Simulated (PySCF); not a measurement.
F$_{2}$Si, triplet, at a GFN2-xTB geometry (the spin is typed, not shown lowest); WB97X/6-31G** in PySCF.

PySCF was given this input:
```python
from pyscf import gto, scf, dft

mol = gto.M(
    atom='''
Si   -0.032698   -0.015437    0.553070
F     1.105724   -0.706254   -0.386345
F    -1.054860    0.730267   -0.473986
''',
    basis='6-31g**',
    charge=0,
    spin=2,
    verbose=4,
)

mf = dft.UKS(mol)
mf.xc = 'wb97x'
mf.grids.radi_method = dft.radi.gauss_chebyshev
mf.kernel()
```

Output, abridged:

```
PySCF version 2.14.0

[INPUT] verbose = 4
[INPUT] num. atoms = 3
[INPUT] num. electrons = 32
[INPUT] charge = 0
[INPUT] spin (= nelec alpha-beta = 2S) = 2
[INPUT] symmetry False subgroup None
[INPUT] Mole.unit = angstrom
[INPUT] Symbol           X                Y                Z      unit          X                Y                Z       unit  Magmom
[INPUT]  1 Si    -0.032698000000  -0.015437000000   0.553070000000 AA   -0.061790264821  -0.029171702185   1.045150827713 Bohr   0.0
[INPUT]  2 F      1.105724000000  -0.706254000000  -0.386345000000 AA    2.089515529359  -1.334626634379  -0.730086239595 Bohr   0.0
[INPUT]  3 F     -1.054860000000   0.730267000000  -0.473986000000 AA   -1.993396499759   1.380004627808  -0.895703726878 Bohr   0.0

nuclear repulsion = 98.3404978399348
number of shells = 20
number of NR pGTOs = 105
number of NR cGTOs = 46
basis = 6-31g**
ecp = {}

******** <class 'pyscf.dft.uks.UKS'> ********
method = UKS
initial guess = minao
damping factor = 0
level_shift factor = 0
DIIS = <class 'pyscf.scf.diis.CDIIS'>
diis_start_cycle = 1
diis_space = 8
diis_damp = 0
SCF conv_tol = 1e-09
SCF conv_tol_grad = None
SCF max_cycles = 50
direct_scf = True
direct_scf_tol = 1e-13
number electrons alpha = 17  beta = 15
XC library pyscf.dft.libxc version 7.1.2
    S. Lehtola, C. Steigemann, M. J. T. Oliveira, and M. A. L. Marques,  SoftwareX 7, 1–5 (2018)
XC functionals = wb97x
    J.-D. Chai and M. Head-Gordon,  J. Chem. Phys. 128, 084106 (2008)
radial grids: Gauss-Chebyshev [JCP 108, 3226 (1998); DOI:10.1063/1.475719) radial grids
becke partition: Becke, JCP 88, 2547 (1988); DOI:10.1063/1.454033
pruning grids: <function nwchem_prune>
grids dens level: 3
symmetrized grids: False
atomic radii adjust function: <function treutler_atomic_radii_adjust>
small_rho_cutoff = 0
Set gradient conv threshold to 3.16228e-05
tot grids = 46504
init E= -489.115334252552

cycle= 1 E= -488.946265212849  delta_E= 0.169  |g|= 0.521  |ddm|= 1.34
cycle= 2 E= -488.930200029711  delta_E= 0.0161  |g|= 0.63  |ddm|= 0.749
cycle= 3 E= -489.058390163263  delta_E= -0.128  |g|= 0.0285  |ddm|= 0.341
cycle= 4 E= -489.059374365451  delta_E= -0.000984  |g|= 0.00967  |ddm|= 0.0582
cycle= 5 E= -489.059543178763  delta_E= -0.000169  |g|= 0.00318  |ddm|= 0.0296
cycle= 6 E= -489.059563073942  delta_E= -1.99e-05  |g|= 0.000731  |ddm|= 0.0105
cycle= 7 E= -489.059564288982  delta_E= -1.22e-06  |g|= 0.000178  |ddm|= 0.00233
cycle= 8 E= -489.059564347878  delta_E= -5.89e-08  |g|= 4.34e-05  |ddm|= 0.000515
cycle= 9 E= -489.059564349136  delta_E= -1.26e-09  |g|= 3.34e-05  |ddm|= 7.13e-05
cycle= 10 E= -489.059564349608  delta_E= -4.72e-10  |g|= 4.61e-06  |ddm|= 2.84e-05
Extra cycle  E= -489.059564349637  delta_E= -2.89e-11  |g|= 3e-06  |ddm|= 7.42e-06
converged SCF energy = -489.059564349637  <S^2> = 2.0023953  2S+1 = 3.0015965
```
